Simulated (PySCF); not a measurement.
## Basis-set dependence of PbN⁺ at PBE0

PySCF, UKS reference; triplet, unpaired electrons π ↑↑; De to Pb⁺ + N without counterpoise correction.

```
                     basis                           relativity  functions  Re (Å)  ωe (cm⁻¹)  De (eV)  μ (D)
        cc-pVDZ-PP/cc-pVDZ  scalar-relativistic core potentials         37   2.241        492      n/a  -1.92
                  def2-SVP  scalar-relativistic core potentials         40   2.244        493      n/a  -2.06
aug-cc-pVDZ-PP/aug-cc-pVDZ  scalar-relativistic core potentials         55   2.235        500      n/a  -1.95
```

How does each smaller set differ from the one with most functions, aug-cc-pVDZ-PP/aug-cc-pVDZ?

cc-pVDZ-PP/cc-pVDZ: +0.6 pm, -1.6 % in ωe; def2-SVP: +0.9 pm, -1.4 % in ωe. All at PBE0; the set with most functions is neither the basis-set limit nor always the best.

A positive dipole points towards N; it is taken about the centre of mass and depends on that origin. Spin–orbit coupling is left out, which matters for elements this heavy, above all for dissociation energies. The state is the lowest determinant that a PBE0 search found; another state may lie lower at other levels.
